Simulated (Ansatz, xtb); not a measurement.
C4H4FNS: 6 structures ranked

6 gas-phase structures of C4H4FNS, from a drawn sample of its isomers (lower ones may exist). Each was relaxed with GFN2-xTB:

A. `Cc1cnc(F)s1`, a singlet
B. `Cc1csc(F)n1`, a singlet
C. `Cc1ncc(F)s1`, a singlet
D. `Cc1ncsc1F`, a singlet
E. `Cc1scnc1F`, a singlet
F. `Cc1nc(F)cs1`, a singlet

Which do you expect lowest at r2SCAN-D4/def2-SVP//GFN2-xTB, and how would the others follow?

Calculated order at r2SCAN-D4/def2-SVP//GFN2-xTB: F (0.0), E (6.7), B (7.7), A (12.5), C (34.9), D (41.0) kJ/mol. Less than 1 kcal/mol parts E and B, so the order within that pair means little.

Energies above the lowest of each column, in kJ/mol; the last columns are at r2SCAN-D4/def2-SVP geometries:

```tsv
structure	GFN2-xTB	HF/STO-3G	r2SCAN-D4/def2-SVP//GFN2-xTB	r2SCAN-D4/def2-SVP	CCSD(T)/def2-SVP + ΔMP2/def2-TZVPP
F	0.0	7.6	0.0	0.0	0.0
E	8.4	11.9	6.7	6.6	7.1
B	5.5	0.0	7.7	8.1	5.7
A	9.1	3.0	12.5	12.4	12.4
C	15.0	16.6	34.9	34.3	34.6
D	20.8	20.5	41.0	37.1	34.9
```

CCSD(T)/def2-SVP + ΔMP2/def2-TZVPP puts F lowest; HF/STO-3G picks B. CCSD(T)/def2-SVP + ΔMP2/def2-TZVPP orders those it was run on as F (0.0), B (5.7), E (7.1), A (12.4), C (34.6), D (34.9) kJ/mol. Less than 1 kcal/mol parts B and E; C and D, so the order within those pairs means little. ΔMP2 is the change of the MP2 energy from the smaller to the larger basis.

Over these structures GFN2-xTB departs from r2SCAN-D4/def2-SVP//GFN2-xTB by 8.5 kJ/mol on average once a common shift is removed. A GFN2-xTB relaxation took about 0.064 s and the r2SCAN-D4/def2-SVP//GFN2-xTB energy about 2.9 s on a shared host (Ansatz 0.2.0, xtb 6.7.1).
